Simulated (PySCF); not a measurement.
From one molecule to another.

First species: 2-methyl-2-butene, C5H10.
Structure used (GFN2-xTB), in Å, numbered top down from 1:
```
atom  x, y, z in Å
C1     2.0553   -0.3690   -0.3408
C2     0.7919    0.4086   -0.5199
C3    -0.4057    0.1687   -0.0015
C4    -0.7536   -0.9750    0.9045
C5    -1.5693    1.0718   -0.2976
H6     2.4167   -0.7124   -1.3105
H7     1.9273   -1.2322    0.3046
H8     2.8256    0.2728    0.0878
H9     0.9046    1.2747   -1.1618
H10   -1.5416   -1.5780    0.4532
H11   -1.1334   -0.5934    1.8523
H12    0.0951   -1.6188    1.1099
H13   -1.2798    1.8881   -0.9540
H14   -2.3719    0.5098   -0.7747
H15   -1.9657    1.4923    0.6264
```

Second species: C2H8OSi2.
Numbering: `[O:1]=[C:2]([SiH3:3])[CH2:4][SiH3:5]` (hydrogens: H6, H7, H8 on Si3; H9, H10 on C4; H11, H12, H13 on Si5)

Levels: CAM-B3LYP/def2-SVPD for dipole moment, HOMO energy, LUMO energy, HOMO–LUMO gap, static isotropic polarisability and electronic spatial extent ⟨r²⟩ about the centre of nuclear charge; TDDFT CAM-B3LYP/def2-SVPD for lowest singlet excitation; TDA CAM-B3LYP/def2-SVPD for lowest triplet excitation (Tamm–Dancoff); GFN2-xTB for rotational constant A and rotational constant C. Geometries: GFN2-xTB. All species are isolated and taken at one optimised geometry, non-relativistic unless stated; the electronic structure was computed with PySCF and density fitting.

Dipoles, sizes and rotational constants follow the conformer. The torsions of the flexible species, by atom-mapped SMILES:
- `[O:1]=[C:2]([SiH3:3])[CH2:4][SiH3:5]`: O1–C2–C4–Si5 82°

```csv
property,column X,column Y
dipole moment,0.20 D,2.69 D
HOMO energy,-7.97 eV,-8.31 eV
LUMO energy,1.38 eV,-0.15 eV
HOMO–LUMO gap,9.35 eV,8.16 eV
lowest singlet excitation,6.44 eV,3.53 eV
lowest triplet excitation (Tamm–Dancoff),4.43 eV,2.91 eV
static isotropic polarisability,63.3 au,81.5 au
electronic spatial extent ⟨r²⟩ about the centre of nuclear charge,535 bohr²,881 bohr²
rotational constant A,8.161 GHz,4.892 GHz
rotational constant C,2.591 GHz,1.444 GHz
```

Which column belongs to which species?

Column X is the first species and column Y the second. The first has 15 atoms and 40 electrons, the second 13 and 56.

How does each property change from the first species to the second?

dipole moment +2.49 D; HOMO energy -0.34 eV; LUMO energy -1.53 eV; HOMO–LUMO gap -1.19 eV; lowest singlet excitation -2.91 eV; lowest triplet excitation (Tamm–Dancoff) -1.52 eV; static isotropic polarisability +18.2 au; electronic spatial extent ⟨r²⟩ about the centre of nuclear charge +346 bohr²; rotational constant A -3.269 GHz; rotational constant C -1.147 GHz.

On the first: The polarisability is 9.38 Å³ as a volume (1 au = 0.148185 Å³), or 1.58 au for each of the 40 electrons. The dipole equals about 0.7 × 10⁻³⁰ C·m (1 D = 3.33564 × 10⁻³⁰ C·m).

On the second: No computed singlet falls in the visible range (750 to 380 nm, 1.65 to 3.26 eV); S1 lies 0.27 eV above its blue end. S1 lies 4.63 eV below the HOMO–LUMO gap; its leading configuration is HOMO→LUMO, weight 0.95.
